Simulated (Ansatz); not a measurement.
Molecule: TeF$_{3}$, net charge 0, doublet state. It need not be the lowest isomer of its formula. 
Structure (B3LYP-D3(BJ)/def2-TZVP (Ansatz, an electronic-structure program) minimum search):
SMILES: F[Te](F)F
```xyz
4

Te    -0.0002    -0.2213     0.1277
F     -1.9117    -0.2539    -0.2983
F      0.0010     1.4032    -0.8097
F      1.9116     0.1291     0.3703
```
Charge 0, spin multiplicity 2.

Basis-set convergence of Hartree-Fock and MP2 correlation energies (hartree) with Ansatz. Correlated levels leave the core frozen unless marked. UHF or UKS for open shells. No spin-orbit coupling. The frozen core is the preceding noble-gas configuration, with the filled d and f shells of earlier blocks. In def2 rows, elements after Kr have scalar-relativistic effective core potentials.

```tsv
basis	functions	E(HF)	E(corr, MP2)
def2-SVP	68	-565.00611	-0.66903
def2-TZVPP	143	(withheld)	(withheld)
```

Task: Some entries are withheld; supply them.

Result: 
- def2-TZVPP, E(HF): -565.43009
- def2-TZVPP, E(corr, MP2): -0.90062
